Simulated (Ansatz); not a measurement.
Species: LaF3, charge -1, multiplicity 2. The spin state was set by rule; other spins were not relaxed. SMILES of the parent species: [F][La]([F])[F]
Structure (B3LYP-D3(BJ)/def2-TZVP (Ansatz, an electronic-structure program) minimum search):
```xyz
4

La    -0.0410     0.0778     0.1924
F     -1.7159    -1.2654    -0.3452
F      0.1009     1.7960    -1.1954
F      1.8747    -1.0231     0.3218
```
Charge -1, spin multiplicity 2.

Parts of the frozen-core correlation energy in def2-TZVPP (Ansatz, hartree). Frozen orbitals: 7; correlated occupied orbitals by spin: 13 and 12; virtual: 129 and 130. Open shells are spin-unrestricted. Spin-orbit coupling is left out. Past Kr the def2 sets carry scalar-relativistic core potentials.

| term | value |
|---|---|
| reference (HF) | -329.87961 |
| MP2 opposite-spin | -0.61629 |
| MP2 same-spin | -0.22541 |
| CCSD correlation | -0.83134 |
| (T) | -0.02480 |
| T1 diagnostic | 0.017 |
| largest doubles amplitude | 0.010 |
| <S^2> of the reference | 0.751 |
